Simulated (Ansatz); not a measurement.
Cost and result for the atomization energy of CH$_{3}$FO$_{2}$Si (`FC1O[SiH2]O1`) (8 atoms, 8 bonds).

Total charge 0; spin multiplicity 1. Geometry: relaxed with PBE0-D4/def2-TZVP. Program: Ansatz. All runs use 2 threads of an Intel Xeon Platinum 8375C on a shared host. Times are those of one run each, without the atoms' runs, and a repeat can differ threefold. Electronic energies, without spin–orbit coupling; frozen cores. CCSD(T)/CBS adds CCSD(T) − MP2 in def2-TZVPP to the MP2 limit, and its time is that of the two runs behind it. T1 = 0.013. B3LYP takes the VWN-RPA correlation (the form of Gaussian; ORCA's B3LYP/G). HSE06 is the plane-wave form, built on full-range PBE exchange.

CCSD(T)/CBS is a level of theory with its own doubt, some kJ/mol a heavy atom from the limit and from the frozen cores, so smaller differences don't rank the functionals.

```csv
level,functions,wall time,atomization (kcal/mol),difference from CCSD(T)/CBS,per bond
LDA (SPW92)/def2-TZVPP,208,2 s,890.1,133.4,16.7
PBE0-D4/def2-TZVPP,208,3.9 s,751.1,-5.6,-0.7
CAM-B3LYP-D4/def2-TZVPP,208,4.1 s,757.7,1.0,0.1
HSE06-D4/def2-TZVPP,208,4.3 s,751.9,-4.8,-0.6
CCSD(T)/def2-SVP,89,4.7 s,699.1,-57.6,-7.2
B3LYP-D4/def2-TZVPP (with forces),208,5.5 s,748.3,-8.4,-1.1
r2SCAN-D4/def2-TZVPP (with forces),208,6 s,757.8,1.1,0.1
r2SCANh-D4/def2-TZVPP,208,6 s,749.4,-7.3,-0.9
ωB97X-V/def2-TZVPP,208,9.5 s,759.6,2.9,0.4
ωB97M-V/def2-TZVPP (with forces),208,14 s,758.3,1.6,0.2
MP2/def2-QZVPP,388,22 s,774.2,17.5,2.2
CCSD(T)/def2-TZVPP,208,94 s,733.1,-23.6,-3.0
CCSD(T)/CBS(def2),–,120 s,756.7,0.0,0.0
```

Leaving LDA and LC-ωPBE aside and taking each functional with its dispersion term where it has one, the values, not all of them listed here, spread over 57.4 kcal/mol, from BHLYP-D4 to PBE-D4. LDA lies +119.7 kcal/mol from PBE without D4, its usual overbinding. In def2-TZVPP, CCSD(T) changes the Hartree–Fock value by +213.8 kcal/mol (the triples alone add +14.5 kcal/mol) and MP2 by +240.7 kcal/mol; breaking electron pairs costs correlation energy, which Hartree–Fock lacks. From r2SCAN to r2SCAN0 (25 % exact exchange), in def2-TZVPP and without D4, the atomization energy moves by −20.7 kcal/mol: exact exchange takes away binding that semilocal exchange gives to molecules.
